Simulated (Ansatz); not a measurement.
```xyz
25

C     2.606    1.188    1.468
C     1.516    1.688    1.405
C     0.192    2.278    1.301
C    -0.348    2.304   -0.133
C    -0.377    0.943   -0.813
C    -1.242   -0.086   -0.103
C    -1.358   -1.410   -0.848
C    -0.037   -2.134   -1.088
C     0.734   -2.447    0.184
H     3.574    0.750    1.532
H     0.225    3.299    1.696
H    -0.492    1.723    1.950
H    -1.357    2.727   -0.103
H     0.265    2.990   -0.725
H    -0.739    1.071   -1.839
H     0.650    0.572   -0.893
H    -0.847   -0.272    0.901
H    -2.248    0.327    0.040
H    -2.025   -2.073   -0.285
H    -1.847   -1.235   -1.814
H    -0.247   -3.065   -1.624
H     0.594   -1.541   -1.759
H     0.118   -3.015    0.888
H     1.624   -3.042   -0.032
H     1.065   -1.538    0.693
```

Total charge 0; spin multiplicity 1.

List the B3LYP/def2-TZVPP orbital energies in eV (the Gaussian-basis code of Ansatz). (Best estimate.)

Ansatz gave: Occupied: -277.41, -276.86, -276.85, -276.52, -276.50, -276.49, -276.48, -276.47, -276.25, -22.49, -21.70, -20.57, -19.67, -18.66, -17.37, -16.19, -15.05, -14.32, -13.18, -12.88, -12.67, -12.19, -11.67, -11.25, -10.60, -10.56, -10.33, -9.60, -9.38, -9.26, -8.66, -8.60, -8.46, -7.45, -7.43. Lowest empty: 0.65, 0.87, 1.07, 1.45, 1.48, 1.72, 2.10, 2.34.

B3LYP here is the variant with VWN-RPA as its local correlation; programs differ in this.
